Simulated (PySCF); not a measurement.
# Spin states and ions at one geometry of [W3]+

PySCF 2.14.0, UKS BP86, W def2-SVP with ECP60; non-relativistic Hamiltonian with scalar-relativistic core potentials where named; density fitting; no spin-orbit coupling; singlets restricted, open shells unrestricted. The geometry is relaxed for charge +1, quartet, vacuum (a saddle point, kept by symmetry):

```xyz
3

W     0.0000    0.0000    2.3227
W     0.0000    0.0000    0.0000
W     0.0000    0.0000   -2.3227
```

Energies count from the relaxed state; an electron taken off or put on is at rest in vacuum. Charges and spins are Mulliken's.

```json
{"state": "charge +1, quartet, vacuum", "energy (eV)": "0.00", "spin squared": "5.65", "charge on W1 (e)": "0.66", "spin on W1 (e)": "2.71", "dipole about the centre of mass (D)": "0.00"}
{"state": "charge +1, doublet, vacuum", "energy (eV)": "0.47", "spin squared": "2.62", "charge on W1 (e)": "0.63", "spin on W1 (e)": "-1.21", "dipole about the centre of mass (D)": "0.29"}
{"state": "charge +1, sextet, vacuum", "energy (eV)": "-0.62", "spin squared": "10.60", "charge on W1 (e)": "0.60", "spin on W1 (e)": "3.97", "dipole about the centre of mass (D)": "0.00"}
{"state": "charge +2, triplet, vacuum", "energy (eV)": "12.46", "spin squared": "4.59", "charge on W1 (e)": "1.25", "spin on W1 (e)": "0.36", "dipole about the centre of mass (D)": "0.59"}
{"state": "charge 0, triplet, vacuum", "energy (eV)": "-6.68", "spin squared": "3.86", "charge on W1 (e)": "-0.03", "spin on W1 (e)": "2.40", "dipole about the centre of mass (D)": "0.07"}
{"state": "charge 0, quintet, vacuum", "energy (eV)": "-7.36", "spin squared": "7.86", "charge on W1 (e)": "0.02", "spin on W1 (e)": "3.33", "dipole about the centre of mass (D)": "0.00"}
```

Problem. What does the state charge +2, quintet, vacuum give?

Solution. energy (eV) 11.77, spin squared 7.76, charge on W1 (e) 1.25, spin on W1 (e) 3.24, dipole about the centre of mass (D) 0.00.

With an electron taken off (quintet, the lower of the two states computed) the charges change, summed by element, by W +1.00 e. The vertical ionisation energy is 11.77 eV, against −ε(HOMO) = 9.55 eV over both spins of the relaxed state. The level lies 2.2 eV too high, as is usual for semilocal functionals and global hybrids, which keep a self-interaction error.

With an electron put on (quintet, the lower of the two states computed) the charges change, summed by element, by W -1.00 e. The vertical electron affinity is 7.36 eV, against −ε(LUMO) = 10.00 eV over both spins of the relaxed state.

Open shells may have lower solutions than those found. Hard to converge, so the more doubtful: charge +1, doublet, vacuum; charge +2, triplet, vacuum; charge 0, triplet, vacuum. Strongly mixed with higher spins, so no pure states, and their order against close states isn't settled: charge +1, quartet, vacuum; charge +1, doublet, vacuum; charge +1, sextet, vacuum; charge +2, triplet, vacuum; charge +2, quintet, vacuum; charge 0, triplet, vacuum; charge 0, quintet, vacuum.

The relaxed state isn't the lowest spin state tried at its geometry. The relaxed state is spin-contaminated (spin squared 5.65 against 3.75).
